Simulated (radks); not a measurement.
All-electron atom: C V in [He] (the NIST ground configuration). All-electron calculation, Dirac Kohn-Sham, PBEsol, spin-unpolarised, spherical densities, point nucleus. Program: a radial shooting solver on a logarithmic mesh with Libxc functionals.

Normalised radial functions P(r) = r R(r) (large component), r in bohr:

r,1s1/2
0.01229,0.3177
0.01331,0.3421
0.01431,0.3654
0.0155,0.3930
0.01665,0.4194
0.01804,0.4505
0.01954,0.4836
0.021,0.5151
0.02275,0.5522
0.02445,0.5874
0.02649,0.6285
0.02869,0.6719
0.03083,0.7128
0.0334,0.7603
0.0359,0.8050
0.03889,0.8565
0.04212,0.9101
0.04527,0.9598
0.04904,1.0166
0.0527,1.0688
0.05709,1.1280
0.06185,1.1878
0.06646,1.2420
0.072,1.3019
0.07737,1.3553
0.08382,1.4133
0.0908,1.4693
0.09758,1.5172
0.1057,1.5670
0.1145,1.6122
0.1231,1.6481
0.1333,1.6819
0.1433,1.7060
0.1552,1.7247
0.1681,1.7340
0.1807,1.7336
0.1957,1.7228
0.2103,1.7032
0.2278,1.6700
0.2468,1.6245
0.2652,1.5733
0.2873,1.5051
0.3088,1.4342
0.3345,1.3458
0.3624,1.2486
0.3894,1.1551
0.4218,1.0462
0.4533,0.9455
0.4911,0.8329
0.532,0.7219
0.5717,0.6252
0.6193,0.5234
0.6656,0.4383
0.721,0.3524
0.781,0.2767
0.8394,0.2177
0.9093,0.1625
0.9771,0.1216
1.059,0.0855

1s1/2: eigenvalue -356.18 eV, 0 radial nodes, <r> = 0.268 bohr, 90 % of the charge inside 0.481 bohr.
